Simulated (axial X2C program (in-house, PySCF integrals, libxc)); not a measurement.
## Which molecule has these constants?

Calculated with an axial X2C code built on PySCF integrals, spin-free (one-electron X2C) or two-component (2c: spin–orbit coupling with atomic mean-field Coulomb and Gaunt terms, which also bring small scalar terms), in Dyall basis sets with cores contracted in-house; open shells are unrestricted.

A two-component PBE0 calculation in a Dyall 3-zeta basis gave Re = 2.976 Å, ωe = 158.7 cm⁻¹, De = 0.43 eV, dipole magnitude 0.06 D, Ω = 3.

**Question.** Which molecule is it?
A. MgCr
B. MgW
C. MgMo

**Answer.** C. The others have MgCr 2.920 Å and 156.7 cm⁻¹ (Ω = 3); MgW 2.810 Å and 201.6 cm⁻¹ (Ω = 3).

Each entry is the lowest single determinant of a limited PBE0 search at one distance. De goes to single-determinant-based atoms at the same level (for ions the charge split of lowest energy) and is withheld (n/a) where an atom does not fit its ground term or J level. Main or longest-lived isotopes. One determinant is a doubtful description, or other states lie close, for MgMo, MgCr, MgW; these need not be ground states, and all values refer to the states named. Some open-shell Ω = 0 determinants are out of reach, so the Ω given for MgMo, MgCr, MgW need not be the lowest component. With several unpaired electrons the Ω given is that of one determinant, not necessarily of the lowest component. The functionals have no current term, which raises determinants with orbital currents.
